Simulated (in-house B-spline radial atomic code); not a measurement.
## RPA and G0W0 on B3LYP (VWN-RPA): Tc II (Tc+)

Configuration [Kr] 4d5 5s1, highest spin, mean-field start B3LYP (VWN-RPA). Computed with an all-electron radial atomic-structure program (B-spline basis): all electrons, non-relativistic, point nucleus, each spin shell either full or empty, empty states to l = 9 with an (l + 1/2)⁻⁴ tail; G0W0 by contour deformation at full frequency.

Without relativity these are model numbers: it shifts the levels of so heavy an element strongly and can reorder them.

Command:
```bash
python run_gw.py task.json out
```
Settings (radii: box in bohr, nucleus in fm):
```
Z                        43
electrons                42
configuration            [Kr] 4d5 5s1
hamiltonian              nr
method                   b3lyp
lmax                     9
spin_polarised           True
box_radius               23.78
intervals                54
ion_configuration        [Kr] 4d5
```

Time taken, with all properties: 4.4 s on 1 thread of AMD EPYC 9R45 96-Core Processor, on a shared host.

Energies (hartree):

```tsv
term	value
mean-field total	-4206.65242
Hartree-Fock functional on these orbitals	-4204.57459
direct second order	-3.4588
second-order exchange	1.0129
SOSEX correction	0.93465
```

Q: What is the RPA correlation energy, and what remains with SOSEX?

A: RPA gives -3.0339 hartree (-1.97 eV per electron); RPA + SOSEX gives -2.0993, and the second-order doubles -2.4459 hartree (no singles). SOSEX takes back 31 % of the RPA value.

Quasi-particle levels (eV):

| level | occupied | mean field | Σx - vxc | Σc | QP weight | G0W0 |
| --- | --- | --- | --- | --- | --- | --- |
| 5s up | yes | -12.180 | -1.82 | ? | ? | ? |
| 4d down | no | -10.857 | 7.63 | -4.34 | 0.873 | -7.566 |

G0W0 = mean field + (Σx - vxc) + Σc, with Σc (partial-wave tail included) taken at the quasi-particle energy. Only the outer levels were computed. Levels of low weight are left out.

Q: Where does G0W0 put 5s up?

A: At -15.280 eV, with Σc = -1.28 eV and a quasi-particle weight of 0.936. The tabulated removal energy is 15.260 eV (NIST, semi-empirical); the calculation leaves out relativity, Breit and QED terms, and what these don't explain is the method's own error.

Q: What does it cost to remove one electron (to [Kr] 4d5) by differences of total energies, each species on its own start (correlation terms add to the Hartree-Fock functional)?

A: B3LYP (VWN-RPA) 14.835 eV, Hartree-Fock functional 13.673 eV, + RPA 15.148 eV, + RPA + SOSEX 14.423 eV, + second order 15.131 eV. Tabulated: 15.260 eV (NIST, semi-empirical); the calculation leaves out relativity, Breit and QED terms, and what these don't explain is the method's own error.
